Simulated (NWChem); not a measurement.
The numbers come from NWChem runs, not from measurements. System: HAs, charge 0, spin multiplicity 3, at a geometry optimised with UPBE/def2-SVP. The structure started from a generated list of species. Its SCF solution wasn't tested for a lower state. Level: ROCCSD(T)/def2-TZVP, 9 core orbitals frozen.

Job file:

```
start mol
memory heap 100 mb stack 700 mb global 1900 mb
geometry units angstroms nocenter noautoz
  As     0.000000     0.000000     0.045601
  H      0.000000     0.000000    -1.504833
  symmetry group C2v
end
basis spherical
  * library def2-tzvp
end
scf
  rohf
  nopen 2
  maxiter 100
  thresh 1e-7
  semidirect memsize 60000000 filesize 0
  # guess.movecs holds the orbitals of an unrestricted PBE0 run
  vectors input guess.movecs output mol.movecs
end
tce
  freeze core 9
  ccsd(t)
  2eorb
  2emet 13
  thresh 1e-6
  maxiter 100
  tilesize 24
end
task tce energy
```

Output (cleaned and shortened):

```
             Northwest Computational Chemistry Package (NWChem) 7.3.0
             --------------------------------------------------------

                                NWChem Input Module
                                -------------------

 Scaling coordinates for geometry "geometry" by  1.889725989
 (inverse scale =  0.529177249)

 Turning off AUTOSYM since
 SYMMETRY directive was detected!

                             Geometry "geometry" -> ""
                             -------------------------

 Output coordinates in angstroms (scale by  1.889725989 to convert to a.u.)

  No.       Tag          Charge          X              Y              Z
 ---- ---------------- ---------- -------------- -------------- --------------
    1 As                  33.0000     0.00000000     0.00000000     0.04560100
    2 H                    1.0000     0.00000000     0.00000000    -1.50483300

 Effective nuclear repulsion energy (a.u.)      11.2632006374

            Nuclear Dipole moment (a.u.)
            ----------------------------
        X                 Y               Z
 ---------------- ---------------- ----------------
     0.0000000000     0.0000000000    -0.0000000000

      Symmetry information
      --------------------

 Group name             C2v
 Group number             16
 Group order               4
 No. of unique centers     2

      Symmetry unique atoms

     1    2


 Summary of "ao basis" -> "" (spherical)
 ------------------------------------------------------------------------------
       Tag                 Description            Shells   Functions and Types
 ---------------- ------------------------------  ------  ---------------------
 *                         def2-tzvp                  on all atoms

 Summary of "ao basis" -> "ao basis" (spherical)
 ------------------------------------------------------------------------------
       Tag                 Description            Shells   Functions and Types
 ---------------- ------------------------------  ------  ---------------------
 As                        def2-tzvp                16       48   6s5p4d1f
[...]
        Alpha frozen cores :     9
         Beta frozen cores :     9
     Alpha frozen virtuals :     0
      Beta frozen virtuals :     0
         Spin multiplicity : triplet
    Number of AO functions :    54
       Number of AO shells :    20
        Use of symmetry is : on
      Symmetry adaption is : on
         Schwarz screening : 0.10D-09

          Correlation Information
          -----------------------
          Calculation type : Coupled-cluster singles & doubles w/ perturbation
   Perturbative correction : (T)
            Max iterations :      100
        Residual threshold : 0.10D-05
     T(0) DIIS level shift : 0.00D+00
     L(0) DIIS level shift : 0.00D+00
     T(1) DIIS level shift : 0.00D+00
     L(1) DIIS level shift : 0.00D+00
     T(R) DIIS level shift : 0.00D+00
     T(I) DIIS level shift : 0.00D+00
   CC-T/L Amplitude update :  5-th order DIIS
                I/O scheme : Global Array Library
        L-threshold :  0.10D-05
        EOM-threshold :  0.10D-05
 no EOMCCSD initial starts read in
 TCE RESTART OPTIONS
 SLICE:      F
 D4D5:       F
 quantumc:   F
 qrotation:  F
 pwtce:      F
 qducc:      F
 nacto:                         0
 nrotv:                         0
 nrot:                          0

            Memory Information
            ------------------
          Available GA space size is     249030968 doubles
          Available MA space size is     104850756 doubles

 Maximum block size supplied by input
 Maximum block size        24 doubles

 tile_dim =     16

 -------------------------------------------------

 Global array virtual files algorithm will be used

 Parallel file system coherency ......... OK

 4-electron integrals stored in orbital form

 v2    file size   =           282136
 4-index algorithm nr.  13 is used
 imaxsize =       30
 imaxsize ichop =        0


CCSD iterations
 ---------------------------------------------------------
 Iter          Residuum       Correlation     Cpu    Wall
 ---------------------------------------------------------
    1   0.1286945657279  -0.2326217575851     0.5     0.5
    2   0.0255467850710  -0.2320431138733     0.5     0.5
    3   0.0087752141777  -0.2360501873194     0.5     0.5
    4   0.0035767536171  -0.2364282539984     0.5     0.5
    5   0.0016236411048  -0.2367436220498     0.5     0.5
    6   0.0004622826297  -0.2368778560420     0.5     0.5
    7   0.0001685677610  -0.2368988534117     0.4     0.4
    8   0.0000824948498  -0.2368986078480     0.4     0.4
    9   0.0000440282437  -0.2368992090091     0.4     0.4
   10   0.0000245860920  -0.2368999234392     0.4     0.4
   11   0.0000055494208  -0.2369012036448     0.4     0.4
   12   0.0000024273777  -0.2369009097489     0.4     0.4
   13   0.0000014202681  -0.2369009695827     0.4     0.4
   14   0.0000008624418  -0.2369009501666     0.4     0.4
 -----------------------------------------------------------------
 Iterations converged
 CCSD correlation energy / hartree =        -0.236900950166602
 CCSD total energy / hartree       =     -2234.994497731000138

 Singles contributions

 Doubles contributions
 CCSD(T)
 Using plain CCSD(T) code
             total no. of tasks         3080
 total no. of tasks / no. procs         3080
                         wl_min            1           1.0
                         wl_max       262144           8.0
        thresh for no. of tasks         3080

 CCSD[T]  correction energy / hartree =        -0.008050892211360
 CCSD[T] correlation energy / hartree =        -0.244951842377962
 CCSD[T] total energy / hartree       =     -2235.002548623211624
 CCSD(T)  correction energy / hartree =        -0.007590101563772
 CCSD(T) correlation energy / hartree =        -0.244491051730374
 CCSD(T) total energy / hartree       =     -2235.002087832564030

 Task  times  cpu:        9.1s     wall:        9.1s

 Total times  cpu:        9.1s     wall:        9.1s
```
